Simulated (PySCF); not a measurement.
Isomers of C5H8FNO.

All values: PBE0/pcSseg-1 (PySCF) at GFN2-xTB geometries, gas phase, one conformer each.

(1) Rank by dipole moment, highest first.
A. `[CH3:1][C@@H:2]1[C:3](=[O:4])[NH:5][CH2:6][C@H:7]1[F:8]` with C1–C2–C3–O4 67°, C2–C3–N5–C6 -1°, C3–N5–C6–C7 -9°, N5–C6–C7–F8 -104°
B. `[CH2:1]=[C:2]([F:3])[N:4]([CH3:5])[C:6]([CH3:7])=[O:8]` with C1–C2–N4–C5 31°, C2–N4–C6–C7 5°
C. `[CH3:1][C:2](=[O:3])[NH:4]/[C:5]([CH3:6])=[CH:7]\[F:8]` with C1–C2–N4–C5 180°, C2–N4–C5–C6 0°
D. `[O:1]=[C:2]1[NH:3][CH2:4][CH2:5][C@@H:6]1[CH2:7][F:8]` with C5–C6–C7–F8 70°, O1–C2–N3–C4 179°, C2–N3–C4–C5 18°, N3–C4–C5–C6 -26°, C4–C5–C6–C7 147°

(2) Rank by HOMO–LUMO gap, highest first.
A. `[O:1]=[C:2]1[NH:3][CH2:4][CH2:5][C@@H:6]1[CH2:7][F:8]` with C5–C6–C7–F8 70°, O1–C2–N3–C4 179°, C2–N3–C4–C5 18°, N3–C4–C5–C6 -26°, C4–C5–C6–C7 147°
B. `[CH2:1]=[C:2]([F:3])[CH2:4][NH:5][C:6]([CH3:7])=[O:8]` with C1–C2–C4–N5 101°, C2–C4–N5–C6 -104°, C4–N5–C6–C7 176°
C. `[CH3:1][C:2](=[O:3])[NH:4]/[C:5]([CH3:6])=[CH:7]\[F:8]` with C1–C2–N4–C5 180°, C2–N4–C5–C6 0°
D. `[CH2:1]=[C:2]([F:3])[N:4]([CH3:5])[C:6]([CH3:7])=[O:8]` with C1–C2–N4–C5 31°, C2–N4–C6–C7 5°

## Answers

(1) D (4.03 D), A (3.79 D), B (2.37 D), C (1.60 D).

(2) A (8.07 eV), B (7.55 eV), D (6.63 eV), C (6.41 eV).

All values together:

```json
{"SMILES": "C[C@@H]1C(=O)NC[C@H]1F", "μ (D)": "3.79", "HOMO (eV)": "-7.28", "LUMO (eV)": "0.71", "lowest IAO charge (e)": "-0.497 (O)", "highest IAO charge (e)": "+0.430 (C)", "lowest Hirshfeld charge (e)": "-0.305 (O)", "highest Hirshfeld charge (e)": "+0.167 (C)"}
{"SMILES": "C=C(F)N(C)C(C)=O", "μ (D)": "2.37", "HOMO (eV)": "-6.98", "LUMO (eV)": "-0.34", "lowest IAO charge (e)": "-0.476 (C)", "highest IAO charge (e)": "+0.439 (C)", "lowest Hirshfeld charge (e)": "-0.263 (O)", "highest Hirshfeld charge (e)": "+0.186 (C)"}
{"SMILES": "CC(=O)N/C(C)=C\\F", "μ (D)": "1.60", "HOMO (eV)": "-6.43", "LUMO (eV)": "-0.02", "lowest IAO charge (e)": "-0.484 (C/O)", "highest IAO charge (e)": "+0.438 (C)", "lowest Hirshfeld charge (e)": "-0.263 (O)", "highest Hirshfeld charge (e)": "+0.186 (C)"}
{"SMILES": "C=C(F)CNC(C)=O", "μ (D)": "2.33", "HOMO (eV)": "-7.44", "LUMO (eV)": "0.10", "lowest IAO charge (e)": "-0.501 (O)", "highest IAO charge (e)": "+0.440 (C)", "lowest Hirshfeld charge (e)": "-0.289 (O)", "highest Hirshfeld charge (e)": "+0.177 (C)"}
{"SMILES": "O=C1NCC[C@@H]1CF", "μ (D)": "4.03", "HOMO (eV)": "-7.39", "LUMO (eV)": "0.68", "lowest IAO charge (e)": "-0.500 (O)", "highest IAO charge (e)": "+0.428 (C)", "lowest Hirshfeld charge (e)": "-0.302 (O)", "highest Hirshfeld charge (e)": "+0.169 (C)"}
```

Conformers: `[CH3:1][C@@H:2]1[C:3](=[O:4])[NH:5][CH2:6][C@H:7]1[F:8]` with C1–C2–C3–O4 67°, C2–C3–N5–C6 -1°, C3–N5–C6–C7 -9°, N5–C6–C7–F8 -104°; `[CH2:1]=[C:2]([F:3])[N:4]([CH3:5])[C:6]([CH3:7])=[O:8]` with C1–C2–N4–C5 31°, C2–N4–C6–C7 5°; `[CH3:1][C:2](=[O:3])[NH:4]/[C:5]([CH3:6])=[CH:7]\[F:8]` with C1–C2–N4–C5 180°, C2–N4–C5–C6 0°; `[CH2:1]=[C:2]([F:3])[CH2:4][NH:5][C:6]([CH3:7])=[O:8]` with C1–C2–C4–N5 101°, C2–C4–N5–C6 -104°, C4–N5–C6–C7 176°; `[O:1]=[C:2]1[NH:3][CH2:4][CH2:5][C@@H:6]1[CH2:7][F:8]` with C5–C6–C7–F8 70°, O1–C2–N3–C4 179°, C2–N3–C4–C5 18°, N3–C4–C5–C6 -26°, C4–C5–C6–C7 147°.
